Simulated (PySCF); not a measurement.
Cartesian coordinates (Å):
```xyz
8

Ti     0.1493    -0.2016     0.1654
F      0.8681     0.9375    -0.9865
O     -0.7384    -1.4714    -0.7437
H     -1.6932    -1.6630    -0.7610
O     -0.9833     0.6870     1.2396
H     -0.9188     0.8697     2.1939
O      1.4600    -0.9519     1.1386
H      1.7644    -1.8770     1.1489
```
Charge 0, multiplicity 1.

Question: Predict the charge on the central atom (Mulliken), HOMO, LUMO, dipole moment, HOMO–LUMO gap, charge on the central atom (meta-Löwdin) and total energy from TPSSh-D3(BJ)/def2-TZVP // BP86-D3(BJ)/def2-SVP (PySCF).

Answer: 
```yaml
charge on the central atom (Mulliken): 1.55 e
HOMO: -8.64 eV
LUMO: -2.16 eV
dipole_moment: 3.38 D
HOMO–LUMO gap: 6.49 eV
charge on the central atom (meta-Löwdin): 1.50 e
total_energy: -1177.2005 Ha
```
